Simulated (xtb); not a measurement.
C₇H₇O, doublet, from a rough starting geometry; GFN2-xTB in xtb.

The xtb input:
```
$ xtb mol.xyz --gfn 2 --uhf 1 --opt vtight --json

# file mol.xyz
15

C     -2.19021749    -0.25759780    -0.05207615
C     -0.71489970    -0.10314838    -0.03951813
C      0.11902497    -1.26545932    -0.00374260
C      1.46347191    -1.06468159     0.08938914
C      2.12030158     0.23645603     0.04465038
O      3.35482183     0.36221711     0.12999823
C      1.17411351     1.36656697     0.00845137
C     -0.11932920     1.18812982    -0.04246356
H     -2.48885026    -0.97474705     0.61988824
H     -2.52380718    -0.57170568    -1.07554460
H     -2.74722695     0.66216124     0.10187101
H     -0.33535497    -2.21648888     0.08410848
H      2.10489514    -1.91557103     0.11601164
H      1.65647064     2.35871296     0.00117934
H     -0.80770417     2.09597692    -0.09791173
```

Output, abridged:

```
   ID    Z sym.   atoms
    1    6 C      1-5, 7, 8
    2    8 O      6
    3    1 H      9-15

           -------------------------------------------------
          |                Calculation Setup                |
           -------------------------------------------------

           -------------------------------------------------
          |                 G F N 2 - x T B                 |
           -------------------------------------------------

          ...................................................
          :                      SETUP                      :
          :.................................................:
          :  # basis functions                  39          :
          :  # atomic orbitals                  39          :
          :  # shells                           23          :
          :  # electrons                        41          :
          :  max. iterations                   250          :
          :  Hamiltonian                  GFN2-xTB          :
          :  restarted?                      false          :
          :  GBSA solvation                  false          :
          :  PC potential                    false          :
          :  electronic temp.          300.0000000     K    :
          :  accuracy                    1.0000000          :
          :  -> integral cutoff          0.2500000E+02      :
          :  -> integral neglect         0.1000000E-07      :
          :  -> SCF convergence          0.1000000E-05 Eh   :
          :  -> wf. convergence          0.1000000E-03 e    :
          :  Broyden damping             0.4000000          :
          :  net charge                          0          :
          :  unpaired electrons                  1          :
          ...................................................

 iter      E             dE          RMSdq      gap      omega  full diag
   1    -22.8578675 -0.228579E+02  0.512E+00    3.69       0.0  T
   2    -22.8871180 -0.292505E-01  0.281E+00    3.40       1.0  T
   3    -22.8697926  0.173255E-01  0.207E+00    3.54       1.0  T
   4    -22.9042599 -0.344674E-01  0.542E-01    3.53       1.0  T
   5    -22.9075309 -0.327095E-02  0.123E-01    3.52       1.0  T
   6    -22.9076368 -0.105898E-03  0.606E-02    3.51       1.0  T
   7    -22.9076454 -0.866617E-05  0.312E-02    3.52       1.0  T
   8    -22.9076473 -0.182459E-05  0.124E-02    3.51       2.1  T
   9    -22.9076483 -0.108515E-05  0.379E-03    3.51       6.8  T
[...]
         :: total energy             -22.544018860505 Eh    ::
 * total energy  :   -22.5440189 Eh     change       -0.4262013E-09 Eh
 * total energy  :   -22.5552265 Eh     change       -0.1120761E-01 Eh
 * total energy  :   -22.5564677 Eh     change       -0.1241228E-02 Eh
 * total energy  :   -22.5566133 Eh     change       -0.1456096E-03 Eh
 * total energy  :   -22.5566355 Eh     change       -0.2218413E-04 Eh
 * total energy  :   -22.5566383 Eh     change       -0.2795172E-05 Eh
 * total energy  :   -22.5566388 Eh     change       -0.4855390E-06 Eh
 * total energy  :   -22.5566388 Eh     change       -0.4432956E-07 Eh
   *** GEOMETRY OPTIMIZATION CONVERGED AFTER 8 ITERATIONS ***
         :: total energy             -22.556638814131 Eh    ::
[...]
    15   1 H        0.925     0.045     2.377     2.411

 Mol. C6AA /au·bohr⁶  :       2635.405623
 Mol. C8AA /au·bohr⁸  :      63599.397863
 Mol. α(0) /au        :         81.129819

Wiberg/Mayer (AO) data.
largest (>0.10) Wiberg bond orders for each atom

 ---------------------------------------------------------------------------
     #   Z sym  total        # sym  WBO       # sym  WBO       # sym  WBO
 ---------------------------------------------------------------------------
     1   6 C    3.991 --     2 C    1.051    11 H    0.982     9 H    0.966
                            10 H    0.949
     2   6 C    3.924 --     8 C    1.316     3 C    1.307     1 C    1.051
     3   6 C    3.991 --     4 C    1.591     2 C    1.307    12 H    0.966
     4   6 C    3.953 --     3 C    1.591     5 C    1.122    13 H    0.967
     5   6 C    3.955 --     6 O    1.636     7 C    1.124     4 C    1.122
     6   8 O    1.943 --     5 C    1.636
     7   6 C    3.949 --     8 C    1.581     5 C    1.124    14 H    0.967
     8   6 C    3.991 --     7 C    1.581     2 C    1.316    15 H    0.965
     9   1 H    0.993 --     1 C    0.966
    10   1 H    0.989 --     1 C    0.949
    11   1 H    0.996 --     1 C    0.982
    12   1 H    0.998 --     3 C    0.966
    13   1 H    0.996 --     4 C    0.967
    14   1 H    0.996 --     7 C    0.967
    15   1 H    0.998 --     8 C    0.965
 ---------------------------------------------------------------------------

Topologies differ in total number of bonds
Writing topology from bond orders to xtbtopo.mol

molecular dipole:
                 x           y           z       tot (Debye)
 q only:       -1.932      -0.232      -0.083
   full:       -2.149      -0.264      -0.099       5.509
molecular quadrupole (traceless):
                xx          xy          yy          xz          yz          zz
 q only:       -9.963      -1.685       6.937      -0.234      -0.150       3.025
  q+dip:      -11.567      -2.150      10.315      -0.152      -0.306       1.253
   full:      -12.873      -2.127       8.622      -0.305      -0.171       4.251

optimized geometry written to: xtbopt.xyz

           -------------------------------------------------
          | TOTAL ENERGY              -22.556638814131 Eh   |
          | GRADIENT NORM               0.000091484370 Eh/α |
          | HOMO-LUMO GAP               3.471731783774 eV   |
           -------------------------------------------------

normal termination of xtb
```
